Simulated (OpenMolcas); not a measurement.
Ir2+: CASPT2 settings compared

| Quantity | Value |
| --- | --- |
| Program | OpenMolcas |
| Basis | ANO-R1 [7s5p4d2f] |
| Scalar Hamiltonian | X2C, finite nucleus |
| Active space | 7 electrons in 5 orbitals (5d) |
| State averaging | 2S+1 = 4 even, 10 roots; 2S+1 = 2 even, 40 roots kept (CI in the orbitals of an earlier block) |
| Spin-orbit coupling | state interaction with AMFI integrals over the reference wave functions, term energies averaged over their components |

Methods on the same reference wave functions:
A. CASSCF
B. SS-CASPT2, IPEA 0.6 Eh, imaginary shift 0.1 Eh (closed shells correlated: none)
C. XMS-CASPT2, IPEA 0.2 Eh, imaginary shift 0.25 Eh (closed shells correlated: 5s 5p)
D. XMS-CASPT2, IPEA 0 Eh, sigma1 regulariser 0.2 Eh (closed shells correlated: none)

Energies in eV above 5d⁷ ⁴F_9/2.

| Level | A | B | C | D |
| --- | --- | --- | --- | --- |
| 5d⁷ ⁴F_9/2 | 0.0000 | 0.0000 | 0.0000 | 0.0000 |
| 5d⁷ ⁴F_7/2 | 0.9730 | 0.976 | 0.984 | 0.981 |
| 5d⁷ ⁴F_5/2 [65 %] | 1.2693 | 1.199 | 1.183 | 1.176 |
| 5d⁷ ⁴P_5/2 | 2.1461 | 1.957 | 1.903 | 1.909 |
| 5d⁷ ²G_9/2 [63 %] | 2.1928 | 2.166 | 2.109 | 2.140 |
| 5d⁷ ⁴P_1/2 [68 %] | 2.5746 | 2.417 | 2.295 | 2.319 |
| 5d⁷ ²H_11/2 | 2.9323 | 2.909 | 2.875 | 2.946 |
| 5d⁷ ²G_7/2 | 2.9853 | 2.934 | 2.850 | 2.877 |
| 5d⁷ ²D_5/2(1) [73 %] | 3.4634 | 3.241 | 3.190 | 3.168 |
| 5d⁷ ²P_1/2 [68 %] | 3.9521 | 3.870 | 3.663 | 3.710 |
| 5d⁷ ²H_9/2 [74 %] | 3.9763 | 3.950 | 3.906 | 3.965 |
| 5d⁷ ²F_5/2 | 4.3858 | 4.121 | 3.984 | 4.043 |
| 5d⁷ ²F_7/2 | 4.9970 | 4.773 | 4.637 | 4.695 |
| 5d⁷ ²D_3/2(2) | 6.8418 | 6.305 | 6.204 | 6.234 |
| 5d⁷ ²D_5/2(2) | 7.2853 | 6.738 | 6.636 | 6.676 |

Among B to D the level of the table that moves most is 5d⁷ ²P_1/2 [68 %], by 1700 cm-1 (lowest in C, highest in B). Moves below CASPT2's spread within the term are not significant.

From A to B the spin-free energies of the other terms of 5d⁷ shown, above ⁴F, scale by factors of 0.86 to 0.99.

The lowest spin-free term lies below A's lowest term by 0.109 hartree in B, 0.268 hartree in C, 0.122 hartree in D.

CASPT2 breaks the degeneracy within a term, and the mean is taken; among the terms shown or strongly mixed into the levels shown the widest spread is 1100 cm-1 (5d⁷ ²D(2), C). Configurations with an s electron lie low in 5d ions of this charge, fall among these levels and mix in, so low-spin terms can stand far too high, up to twice their true height, and weights are not those of the real levels. Terms from blocks run as CI alone lack orbitals of their own. The CASPT2 spread within a term exceeds the gap to the next term for 5d⁷ ²P and 5d⁷ ²H, so the order of their levels is uncertain (figures for B; the like holds for C). Without dynamic correlation excited terms often stand tens of per cent too high (terms of higher spin than the ground term too low), and those without a measured partner can miss by more than the paired ones (holds for A). Only configurations of the active space appear. The table leaves out levels that lie high or whose names do not pair safely across all columns.

A share in square brackets marks a mixed level and gives the weight of the term that names it, the lowest over the columns. A number in round brackets counts repeated terms of one configuration in the order of the reference energies.
